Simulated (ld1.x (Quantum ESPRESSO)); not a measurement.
# What one change does to a pseudopotential (fluorine, RRKJ)

fluorine (F), norm-conserving RRKJ (Kleinman–Bylander form), made with ld1.x (Quantum ESPRESSO) 7.5 (PBE, scalar-relativistic). Core [He], reference 2s2 2p5. Waves: 2s (bound): rc 0.60 bohr; 2p (bound): rc 1.80 bohr; 3d channel at 0.3 Ry: rc 1.85 bohr. Local part: all-electron potential smoothed inside 0.50 bohr (lloc = -1). Core correction: a·sin(br)/r model core, default radius (core density twice the valence density). rho0 = 0.001.

All-electron outer shells of the reference configuration (PBE, scalar-relativistic, ld1.x):

```json
{"shell": "1s", "level (eV)": "-663.37", "outermost node (bohr)": "–", "outermost maximum (bohr)": "0.11"}
{"shell": "2s", "level (eV)": "-29.90", "outermost node (bohr)": "0.24", "outermost maximum (bohr)": "0.76"}
{"shell": "2p", "level (eV)": "-11.11", "outermost node (bohr)": "–", "outermost maximum (bohr)": "0.71"}
```

Change: wave 2p (bound): rc 1.80 bohr becomes 2p (bound): rc 2.60 bohr.

Cutoffs: the cutoffs (Ry, on a coarse ladder) from which the occupation-weighted sum of valence levels, in a spherical-Bessel basis at the reference potential, stays within 10 and 1 mRy of its value at 400 Ry; they do not see the model core or the augmentation charge, which bear on the density cutoff. Errors are all-electron minus pseudo energies relative to the spin-unpolarised reference configuration.

Question: Predict the effect on cutoff, ghosts and configuration errors.

Answer: The number of tests that count goes from 7 to 6; of the 6 tests that both files solve, the error grows in 6 and shrinks in 0 by more than 15 % and 0.3 meV (median size 164.2 → 560.3 meV); neither file shows a bound ghost at the reference potential, the only one tested. More of the atom is replaced by a form fitted at one configuration, so other configurations suffer.

| quantity | base | changed |
| --- | --- | --- |
| cutoff, loose | over 300 Ry | over 300 Ry |
| cutoff, tight | over 300 Ry | over 300 Ry |
| loose cutoff by channel (10 mRy a level) | s 300 Ry, p 35 Ry | s 300 Ry, p 18 Ry |
| bound ghosts | none | none |
| tests counted (converged, no solver errors) | 7 of 7 | 6 of 7 |
| error for 2s2 2p4, meV [ΔE 19.39 eV] | +92 | +600 |
| error for 2s2 2p3, meV [ΔE 57.78 eV] | +772 | +3661 |
| error for 2s2 2p2, meV [ΔE 118.41 eV] | +2919 | +11153 |
| error for 2s1 2p6, meV [ΔE 18.81 eV] | -27 | -300 |
| error for 2s2 2p4.5, meV [ΔE 7.54 eV] | +14 | +112 |
| error for 2s1 2p5, meV [ΔE 38.49 eV] | -236 | -521 |

Changed file: Tests not counted: 2s2 2p1 (converged, but collapsed or in another state, printed error +24.9 eV). These tests converged, but a pseudo level misses the all-electron one widely, so the file describes the atom poorly there or has found another state: 2s2 2p3: 2p by 5.0 eV; 2s2 2p2: 2p by 10.4 eV.
